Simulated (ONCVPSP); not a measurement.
# What the settings do to the ONCV potential of arsenic

Base potential:

- Element: As
- Generator: ONCVPSP 4.0.1
- Type: optimised norm-conserving Vanderbilt (ONCV)
- Functional: PBE
- Relativity: scalar-relativistic
- Frozen core: [Ne]
- Valence charge: 23
- Reference configuration: 3s2 3p6 3d10 4s2 4p3
- Partial waves: 3s+4s: rc 0.80 bohr, ncon 4, nbas 7, qcut 11.7 1/bohr, 2 projectors; 3p+4p: rc 1.15 bohr, ncon 4, nbas 7, qcut 13.3 1/bohr, 3 projectors, debl 0.7 Ha; 3d: rc 0.65 bohr, ncon 5, nbas 9, qcut 22.4 1/bohr, local
- Local potential: the d channel
- Core correction: none

All-electron outer shells of the reference configuration (PBE, scalar-relativistic, ld1.x):

| shell | level (eV) | outermost node (bohr) | outermost maximum (bohr) |
| --- | --- | --- | --- |
| 2s | -1486.76 | 0.06 | 0.17 |
| 2p | -1303.65 | – | 0.14 |
| 3s | -190.31 | 0.25 | 0.52 |
| 3p | -133.68 | 0.22 | 0.52 |
| 3d | -40.65 | – | 0.47 |
| 4s | -14.49 | 0.73 | 1.61 |
| 4p | -5.19 | 0.78 | 2.00 |

Cutoffs, loose and tight: the cutoffs (Ha) at which the residual kinetic energy of the hardest occupied pseudo-wave falls to 1 and 0.1 mHa per electron. They do not see the model core or the augmentation charge, which bear on the density cutoff. Test errors are all-electron minus pseudo excitation energies from the reference, over the configurations 3s2 3p6 3d10 4s2 4p2; 3s2 3p6 3d10 4s2 4p1; 3s2 3p6 3d10 4s2 4p0; 3s2 3p6 3d9 4s2 4p4. A dash means not determined; rows that change the core or the reference have their own tests.

A true bound ghost makes a file unfit for plane-wave use even where its test errors are small: the radial tests pick states by their node count and pass the ghost by.

| change | outcome | cutoff, loose | cutoff, tight | bound ghosts | GHOST(+) flags above zero | largest test error (meV) |
| --- | --- | --- | --- | --- | --- | --- |
| base | generated | 220 Ha | 253 Ha | none | s | -3.7 |
| p: rc 0.96 | generated | 220 Ha | 253 Ha | none | s | -3.3 |
| p: rc 1.02 | generated | 220 Ha | 253 Ha | none | s | -3.6 |
| p: rc 1.2 | generated | 220 Ha | 253 Ha | none | s, p | -2.9 |
| p: rc 1.28 | generated | 220 Ha | 253 Ha | none | s | -8.3 |
| p: rc 1.4 | generated | 220 Ha | 253 Ha | none | s | -7.3 |
| p: rc 1.56 | generated | 220 Ha | 253 Ha | none | s | -8.4 |
| p: rc 1.66 | generated | 220 Ha | 253 Ha | none | s | -9.2 |

Task: What comes out with this change to the base: p: rc 0.78?

Result: outcome: generated; cutoff, loose: 220 Ha; cutoff, tight: 253 Ha; bound ghosts: p; GHOST(+) flags above zero: s; largest test error (meV): -2.5.

Reading the sweep of the p radius (base included, trends over the rows without a ghost): The loose cutoff stays near 220 Ha. The median size of the test errors (rows with all tests solved) is not monotonic: lowest 1.1 meV at 1.02 bohr, highest 4.7 meV at 1.66 bohr. Bound ghosts are found at 0.78 bohr.
